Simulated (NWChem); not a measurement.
System: C₄H₄F₂; SMILES CC=C=C(F)F

The following NWChem deck was run.

```
start job
memory heap 200 mb stack 900 mb global 1100 mb
geometry units angstroms noautoz
  C      0.492452    -2.635356     0.000000
  C     -0.537309    -1.550147     0.000000
  C     -0.296582    -0.260582     0.000000
  C     -0.053565     1.021262     0.000000
  F      0.084452     1.765867     1.078519
  F      0.084452     1.765867    -1.078519
  H      0.365975    -3.281618     0.884063
  H      1.513168    -2.231029     0.000000
  H      0.365975    -3.281618    -0.884063
  H     -1.587897    -1.879773     0.000000
end
basis spherical
  * library def2-svp
end
dft
  xc xcamb88 1.00 lyp 0.81 vwn_5 0.19 hfexch 1.00
  cam 0.33 cam_alpha 0.19 cam_beta 0.46
  iterations 150
  mulliken
end
task dft energy
```

Geometry: optimised at PBE0/def2-SVP.

Problem. Predict the main results of this run. (CAM-B3LYP/def2-SVP.) Quantities: energy (Ha); highest occupied level (eV); orbital gap (eV); dipole (D).

Solution. 
```
Quantity                       Value
---------------------------  -------
energy (Ha)                  -354.04
highest occupied level (eV)    -8.48
orbital gap (eV)                9.23
dipole (D)                      2.38
```
